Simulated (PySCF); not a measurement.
Computed with B3LYP-D3(BJ)/def2-TZVP // PBE0-D4/def2-TZVP (PySCF). Isolated molecules, 0 K electronic values unless said otherwise. One relaxed conformer stands for a flexible species; it need not be the lowest. B3LYP has the VWN-RPA correlation part, as in Gaussian. Excitations are Tamm–Dancoff values on a coarser integration grid. The basis has no diffuse functions, so Rydberg states are missing or too high.

Reference species (SMILES): `[SiH3]Cl` (neutral, multiplicity 1).

```json
{
  "HOMO–LUMO gap": "8.48 eV",
  "S1–T1 gap (TDA)": "0.38 eV",
  "T1 excitation (TDA)": "6.90 eV"
}
```

After one change: the HOMO–LUMO gap decreases by 3.62 eV; the S1–T1 gap (TDA) increases by 0.25 eV; the T1 excitation (TDA) drops by 3.60 eV.

Question: What was changed between the two runs? The new species is one of these.
(A) `O=C(O)[SiH2]Cl` (Si–C–O–H torsion -180°, O–C–Si–Cl torsion 179°)
(B) `Cl[SiH2]Br`
(C) `[AlH2][SiH2]Cl`
(D) `CC(=O)[SiH2]Cl` (O–C–Si–Cl torsion 180°)

Answer: C, `[AlH2][SiH2]Cl`
